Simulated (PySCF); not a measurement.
Nonlinear optical response: tetrahydrofurfuryl chloride, C₅H₉ClO

Geometry:
| atom | x (Å) | y (Å) | z (Å) |
| --- | --- | --- | --- |
| Cl1 | 3.719 | -0.044 | 0.521 |
| C2 | 2.362 | 1.013 | 0.042 |
| C3 | 1.036 | 0.421 | 0.475 |
| C4 | 0.667 | -0.903 | -0.193 |
| C5 | -0.848 | -0.788 | -0.301 |
| C6 | -1.007 | 0.694 | -0.606 |
| O7 | 0.019 | 1.342 | 0.118 |
| H8 | 2.518 | 1.994 | 0.511 |
| H9 | 2.392 | 1.133 | -1.050 |
| H10 | 1.049 | 0.304 | 1.576 |
| H11 | 1.121 | -0.956 | -1.197 |
| H12 | 1.017 | -1.776 | 0.374 |
| H13 | -1.287 | -1.440 | -1.069 |
| H14 | -1.322 | -1.032 | 0.663 |
| H15 | -1.978 | 1.109 | -0.292 |
| H16 | -0.894 | 0.887 | -1.691 |

Method: quadratic response CAM-B3LYP/aug-cc-pVDZ first hyperpolarisability, Taylor convention, gas phase in PySCF 2.14.0. Geometry: PBE0-D3(BJ)/def2-SVP.

(1) What is the first hyperpolarisability, and how does it disperse?

(2) Which lowest excitations, dipole and polarisabilities go with it?

## Answers

(1) In au, Taylor convention; the vector part is βᵢ = ⅓ Σⱼ (βᵢⱼⱼ + βⱼᵢⱼ + βⱼⱼᵢ); β∥ is 3/5 of the vector part along the dipole, the dipole points from − to +:
```csv
process,λ (nm),β vector norm,β∥,β HRS,depolarisation ratio
"static β(0;0,0)",∞,58.3,-2.2,25.7,4.15
"second harmonic β(−2ω;ω,ω)",1907,60.1,-1.7,26.5,4.15
"Pockels β(−ω;ω,0)",1907,58.9,-2.0,–,–
"second harmonic β(−2ω;ω,ω)",1064,64.7,-0.3,28.6,4.14
"Pockels β(−ω;ω,0)",1064,60.3,-1.6,–,–
```

(2) S1 6.60 eV (f = 0.007); S2 7.04 eV (f = 0.002); S3 7.19 eV (f = 0.013); dipole 2.15 D; isotropic α 76.8 au static, 77.0 au at 1907 nm, 77.4 au at 1064 nm, 77.5 au at 953.5 nm, 79.0 au at 532 nm.
